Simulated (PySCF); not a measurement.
HO2, charge -1, singlet, geometry from GFN2-xTB (in this run its highest filled SCF level lies above zero, so its values depend strongly on the basis, on diffuse functions most of all), atoms displaced at random by about 0.08 Å a coordinate; PySCF with PBE0/def2-TZVP, gradient by finite differences.

PySCF was given this input:
```python
from pyscf import gto, scf, dft

mol = gto.M(
    atom='''
O     0.110543    0.703248   -0.080845
O    -0.118693   -0.651687   -0.172479
H    -0.822654   -0.914403    0.348853
''',
    basis='def2-tzvp',
    charge=-1,
    spin=0,
    verbose=4,
)

mf = dft.RKS(mol)
mf.xc = 'pbe0'
mf.conv_tol = 1e-11
mf.kernel()
scan, done = mf.as_scanner(), []
scan.scf_summary = {}
def energy(d):
    c = mol.atom_coords()
    c[2, 1] += d
    e = scan(mol.set_geom_(c, unit='Bohr', inplace=False))
    done.append(scan.converged)
    return e
h = 1e-4
fd = (energy(h) - energy(-h)) / (2 * h)
print('dE/dx =', fd)
```

Task: Write the output that PySCF gives for this input, abridged.

Result: 
```
PySCF version 2.14.0

[INPUT] verbose = 4
[INPUT] num. atoms = 3
[INPUT] num. electrons = 18
[INPUT] charge = -1
[INPUT] spin (= nelec alpha-beta = 2S) = 0
[INPUT] symmetry False subgroup None
[INPUT] Mole.unit = angstrom
[INPUT] Symbol           X                Y                Z      unit          X                Y                Z       unit  Magmom
[INPUT]  1 O      0.110543000000   0.703248000000  -0.080845000000 AA    0.208895994988   1.328946117648  -0.152774908540 Bohr   0.0
[INPUT]  2 O     -0.118693000000  -0.651687000000  -0.172479000000 AA   -0.224297262903  -1.231509948939  -0.325938072239 Bohr   0.0
[INPUT]  3 H     -0.822654000000  -0.914403000000   0.348853000000 AA   -1.554590755278  -1.727971237481   0.659236627733 Bohr   0.0

nuclear repulsion = 31.4288949906446
number of shells = 26
number of NR pGTOs = 100
number of NR cGTOs = 68
basis = def2-tzvp
ecp = {}

******** <class 'pyscf.dft.rks.RKS'> ********
method = RKS
initial guess = minao
damping factor = 0
level_shift factor = 0
DIIS = <class 'pyscf.scf.diis.CDIIS'>
diis_start_cycle = 1
diis_space = 8
diis_damp = 0
SCF conv_tol = 1e-11
SCF conv_tol_grad = None
SCF max_cycles = 50
direct_scf = True
direct_scf_tol = 1e-13
XC library pyscf.dft.libxc version 7.1.2
    S. Lehtola, C. Steigemann, M. J. T. Oliveira, and M. A. L. Marques,  SoftwareX 7, 1–5 (2018)
XC functionals = pbe0
    C. Adamo and V. Barone,  J. Chem. Phys. 110, 6158 (1999)
    M. Ernzerhof and G. E. Scuseria,  J. Chem. Phys. 110, 5029 (1999)
radial grids:
    Treutler-Ahlrichs [JCP 102, 346 (1995); DOI:10.1063/1.469408] (M4) radial grids

becke partition: Becke, JCP 88, 2547 (1988); DOI:10.1063/1.454033
pruning grids: <function nwchem_prune>
grids dens level: 3
symmetrized grids: False
atomic radii adjust function: <function treutler_atomic_radii_adjust>
small_rho_cutoff = 0
Set gradient conv threshold to 3.16228e-06
Initial guess from minao.
tot grids = 37976
init E= -150.868724091525
  HOMO = -0.299037229111434  LUMO = -0.0346502068528096  gap/eV = 7.19434
cycle= 1 E= -150.678291110952  delta_E= 0.19  |g|= 0.803  |ddm|= 1.34
  HOMO = 0.27565145297804  LUMO = 0.295523829983495  gap/eV = 0.54075
cycle= 2 E= -149.256816181984  delta_E= 1.42  |g|=  2.1  |ddm|= 11.8
  HOMO = 0.0681986139762643  LUMO = 0.271248671527879  gap/eV = 5.52527
cycle= 3 E= -150.773955383869  delta_E= -1.52  |g|= 0.474  |ddm|= 11.7
  HOMO = 0.0717254364060906  LUMO = 0.258677993185806  gap/eV = 5.08724
cycle= 4 E= -150.80922524931  delta_E= -0.0353  |g|= 0.197  |ddm|= 0.234
  HOMO = 0.0975862811945086  LUMO = 0.260003368741934  gap/eV = 4.41959
cycle= 5 E= -150.817601787813  delta_E= -0.00838  |g|= 0.0667  |ddm|= 0.196
  HOMO = 0.101944923063654  LUMO = 0.26169560235752  gap/eV = 4.34704
cycle= 6 E= -150.818443218628  delta_E= -0.000841  |g|= 0.00595  |ddm|= 0.0601
  HOMO = 0.101330962888047  LUMO = 0.262296523975046  gap/eV = 4.38010
cycle= 7 E= -150.818450550704  delta_E= -7.33e-06  |g|= 0.00129  |ddm|= 0.0104
  HOMO = 0.101293351489795  LUMO = 0.262153754512823  gap/eV = 4.37723
cycle= 8 E= -150.818451183035  delta_E= -6.32e-07  |g|= 0.000232  |ddm|= 0.00389
  HOMO = 0.10129333081114  LUMO = 0.262165209383397  gap/eV = 4.37755
cycle= 9 E= -150.818451217423  delta_E= -3.44e-08  |g|= 5.69e-05  |ddm|= 0.00108
  HOMO = 0.101285053452733  LUMO = 0.262157853270132  gap/eV = 4.37757
cycle= 10 E= -150.818451220656  delta_E= -3.23e-09  |g|= 1.35e-05  |ddm|= 0.000406
  HOMO = 0.101283693274719  LUMO = 0.262158162814053  gap/eV = 4.37762
cycle= 11 E= -150.818451220767  delta_E= -1.11e-10  |g|= 3.2e-06  |ddm|= 6.82e-05
  HOMO = 0.101283334548727  LUMO = 0.262157752239389  gap/eV = 4.37762
cycle= 12 E= -150.81845122077  delta_E= -2.84e-12  |g|= 5.57e-07  |ddm|= 8.67e-06
  HOMO = 0.101283286916626  LUMO = 0.262157787831029  gap/eV = 4.37762
Extra cycle  E= -150.81845122077  delta_E= -2.84e-13  |g|= 8.19e-07  |ddm|= 9.65e-07
converged SCF energy = -150.81845122077
Create scanner for <class 'pyscf.dft.rks.RKS'>

WARN: Mole.unit (angstrom) is changed to Bohr

New geometry
   1 O      0.110543000000   0.703248000000  -0.080845000000 AA    0.208895994988   1.328946117648  -0.152774908540 Bohr
   2 O     -0.118693000000  -0.651687000000  -0.172479000000 AA   -0.224297262903  -1.231509948939  -0.325938072239 Bohr
   3 H     -0.822654000000  -0.914350082279   0.348853000000 AA   -1.554590755278  -1.727871237481   0.659236627733 Bohr

******** <class 'pyscf.scf.hf.RKS_Scanner'> ********
method = RKS_Scanner
initial guess = minao
damping factor = 0
level_shift factor = 0
DIIS = <class 'pyscf.scf.diis.CDIIS'>
diis_start_cycle = 1
diis_space = 8
diis_damp = 0
SCF conv_tol = 1e-11
SCF conv_tol_grad = None
SCF max_cycles = 50
direct_scf = True
direct_scf_tol = 1e-13
XC library pyscf.dft.libxc version 7.1.2
    S. Lehtola, C. Steigemann, M. J. T. Oliveira, and M. A. L. Marques,  SoftwareX 7, 1–5 (2018)
XC functionals = pbe0
    C. Adamo and V. Barone,  J. Chem. Phys. 110, 6158 (1999)
    M. Ernzerhof and G. E. Scuseria,  J. Chem. Phys. 110, 5029 (1999)
radial grids:
    Treutler-Ahlrichs [JCP 102, 346 (1995); DOI:10.1063/1.469408] (M4) radial grids

becke partition: Becke, JCP 88, 2547 (1988); DOI:10.1063/1.454033
pruning grids: <function nwchem_prune>
grids dens level: 3
symmetrized grids: False
atomic radii adjust function: <function treutler_atomic_radii_adjust>
small_rho_cutoff = 0
Set gradient conv threshold to 3.16228e-06
tot grids = 37976
init E= -150.818457563388
  HOMO = 0.101285676569459  LUMO = 0.262164638678428  gap/eV = 4.37774
cycle= 1 E= -150.818450990137  delta_E= 6.57e-06  |g|= 1.71e-05  |ddm|= 6.09e-05
  HOMO = 0.101285226139562  LUMO = 0.262160131359956  gap/eV = 4.37763
cycle= 2 E= -150.818450990049  delta_E= 8.77e-11  |g|= 3.03e-05  |ddm|= 2.88e-05
  HOMO = 0.101283820993951  LUMO = 0.262160906404446  gap/eV = 4.37769
cycle= 3 E= -150.818450990202  delta_E= -1.53e-10  |g|= 1.65e-06  |ddm|= 1.47e-05
  HOMO = 0.101283927136641  LUMO = 0.262161217410771  gap/eV = 4.37769
cycle= 4 E= -150.818450990202  delta_E= 5.12e-13  |g|= 4.05e-07  |ddm|= 3.09e-06
  HOMO = 0.101283947178989  LUMO = 0.262161217521253  gap/eV = 4.37769
Extra cycle  E= -150.818450990202  delta_E= -8.24e-13  |g|= 4.6e-07  |ddm|= 1.53e-06
converged SCF energy = -150.818450990202

WARN: Mole.unit (angstrom) is changed to Bohr

New geometry
   1 O      0.110543000000   0.703248000000  -0.080845000000 AA    0.208895994988   1.328946117648  -0.152774908540 Bohr
   2 O     -0.118693000000  -0.651687000000  -0.172479000000 AA   -0.224297262903  -1.231509948939  -0.325938072239 Bohr
   3 H     -0.822654000000  -0.914455917721   0.348853000000 AA   -1.554590755278  -1.728071237481   0.659236627733 Bohr

******** <class 'pyscf.scf.hf.RKS_Scanner'> ********
method = RKS_Scanner
initial guess = minao
damping factor = 0
level_shift factor = 0
DIIS = <class 'pyscf.scf.diis.CDIIS'>
diis_start_cycle = 1
diis_space = 8
diis_damp = 0
SCF conv_tol = 1e-11
SCF conv_tol_grad = None
SCF max_cycles = 50
direct_scf = True
direct_scf_tol = 1e-13
XC library pyscf.dft.libxc version 7.1.2
    S. Lehtola, C. Steigemann, M. J. T. Oliveira, and M. A. L. Marques,  SoftwareX 7, 1–5 (2018)
XC functionals = pbe0
    C. Adamo and V. Barone,  J. Chem. Phys. 110, 6158 (1999)
    M. Ernzerhof and G. E. Scuseria,  J. Chem. Phys. 110, 5029 (1999)
radial grids:
    Treutler-Ahlrichs [JCP 102, 346 (1995); DOI:10.1063/1.469408] (M4) radial grids

becke partition: Becke, JCP 88, 2547 (1988); DOI:10.1063/1.454033
pruning grids: <function nwchem_prune>
grids dens level: 3
symmetrized grids: False
atomic radii adjust function: <function treutler_atomic_radii_adjust>
small_rho_cutoff = 0
Set gradient conv threshold to 3.16228e-06
tot grids = 37976
init E= -150.818438302196
  HOMO = 0.101279413072838  LUMO = 0.262147436779465  gap/eV = 4.37744
cycle= 1 E= -150.818451450364  delta_E= -1.31e-05  |g|= 3.75e-05  |ddm|= 0.000122
  HOMO = 0.10127987009829  LUMO = 0.262156622937958  gap/eV = 4.37768
cycle= 2 E= -150.818451449915  delta_E= 4.49e-10  |g|= 6.73e-05  |ddm|= 6.18e-05
  HOMO = 0.101282958240265  LUMO = 0.262154970359482  gap/eV = 4.37755
cycle= 3 E= -150.818451450664  delta_E= -7.49e-10  |g|= 3.28e-06  |ddm|= 3.24e-05
  HOMO = 0.101282758074011  LUMO = 0.26215433912634  gap/eV = 4.37754
cycle= 4 E= -150.818451450668  delta_E= -3.58e-12  |g|= 7.98e-07  |ddm|= 6.19e-06
  HOMO = 0.101282721903707  LUMO = 0.262154340933364  gap/eV = 4.37754
Extra cycle  E= -150.818451450668  delta_E= 2.84e-13  |g|= 8.9e-07  |ddm|= 3.05e-06
converged SCF energy = -150.818451450668
dE/dx = 0.0023023255835141754
```
